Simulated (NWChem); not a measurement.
# CsI; SMILES [Cs][I]

Results from NWChem. def2 effective core potentials on I, Cs; no spin-orbit coupling. The level has its own optimisation; frequencies are unscaled.

**Question.** What does the run give for PBE0/def2-SVP (core potentials)? Quantities: r Cs–I (Å); highest harmonic frequency (cm⁻¹); zero-point energy (kcal/mol).

**Answer.** 
```
Item                               Value
---------------------------------  -----
r Cs–I (Å)                         3.383
highest harmonic frequency (cm⁻¹)    118
zero-point energy (kcal/mol)         0.2
```
